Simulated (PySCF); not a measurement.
A structure optimised at PBE0-D3(BJ)/def2-SVP, used in a PySCF frequency run:

```
C
C 1 1.3436
H 2 1.0939 1 121.92
H 2 1.0974 3 116.40 1 -179.44
C 1 1.5039 2 122.33 3 177.77
H 5 1.1029 1 112.43 2 155.73
H 5 1.1038 6 107.11 1 122.58
Si 1 1.8812 2 119.51 3 -0.49
H 8 1.4932 1 109.82 2 2.54
H 8 1.4960 9 109.56 3 -123.92
H 8 1.4969 9 109.52 10 -117.40
Si 5 1.8917 6 108.73 7 116.96
O 12 1.6687 5 112.80 6 -47.57
H 13 0.9609 12 117.03 5 -71.07
H 12 1.4873 13 105.78 14 168.98
H 12 1.4979 15 110.14 13 120.26
```

Problem. Write its SMILES and formula.

Solution. C=C([SiH3])C[SiH2]O, C₃H₁₀OSi₂

Problem. What are its rotational constants (standard atomic weights)?

Solution. 4.1967, 1.0836, 0.95470 GHz
